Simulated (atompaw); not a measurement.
**Before and after: PAW (atompaw) potential for molybdenum (Mo)**

```
Element                 : Mo (Z = 42)
Generator               : atompaw 4.2.0.5
Type                    : PAW
Functional              : LDA (PW92)
Relativity              : scalar-relativistic
Frozen core             : [Ar] 3d10 4s2
Valence charge          : 12
Reference configuration : 4p6 4d5 5s0 5p0 (charge +1)
Partial waves           : 5s (bound, empty); 5s channel at 2.85 Ry; 4p (bound); 5p (bound, empty); 4d (bound); 4d channel at -0.3 Ry
Local potential         : bessel scheme, radius 1.65 bohr
Core correction         : smooth core density matched at 2.00 bohr
Augmentation charge     : sinc compensation charge, radius 2.50 bohr; PAW radius 2.50 bohr; waves and projectors: bloechl
```

Change: waves 5s (bound): rc 2.25 bohr; 5s channel at 2.85 Ry: rc 2.50 bohr; 4p (bound): rc 1.30 bohr; 5p (bound): rc 2.50 bohr; 4d (bound): rc 2.50 bohr; 4d channel at -0.3 Ry: rc 2.50 bohr; augmentation sinc compensation charge, radius 2.50 bohr; PAW radius 2.50 bohr; waves and projectors: custom polynom2 7 10 vanderbiltortho.

Cutoffs: the cutoffs (Ry, on a coarse ladder) from which the occupation-weighted sum of valence levels, in a spherical-Bessel basis at the reference potential, stays within 10 and 1 mRy of its value at 400 Ry; they do not see the model core or the augmentation charge, which bear on the density cutoff.

What does the change do?

The potential gets harder (25 Ry and 35 Ry → 45 Ry and 180 Ry); both files keep a bound ghost (s); the range in which the s phases agree widens (upper end -0.2 → at the end of the scan); the range in which the p phases agree narrows (upper end at the end of the scan → 0.5).

| quantity | base | changed |
| --- | --- | --- |
| cutoff, loose | 25 Ry | 45 Ry |
| cutoff, tight | 35 Ry | 180 Ry |
| bound ghosts | s | s |
| s: phases at 2.51 bohr within 0.05 rad from the reference energy up to (Ry; the scan ends near 5) | -0.2 | to the end of the scan |
| p: phases at 2.51 bohr within 0.05 rad from the reference energy up to (Ry; the scan ends near 5) | to the end of the scan | 0.5 |
| d: phases at 2.51 bohr within 0.05 rad from the reference energy up to (Ry; the scan ends near 5) | 1.2 | 1.9 |
| lowest overlap eigenvalue by channel | s 0.57, p 0.74, d 0.02 | s 0.08, p 0.47, d 0.93 |

 A true bound ghost makes a file unfit for plane-wave use even where its test errors are small: the radial tests pick states by their node count and pass the ghost by. The cutoffs see the waves, projectors and local potential, not the compensation charge or the core.
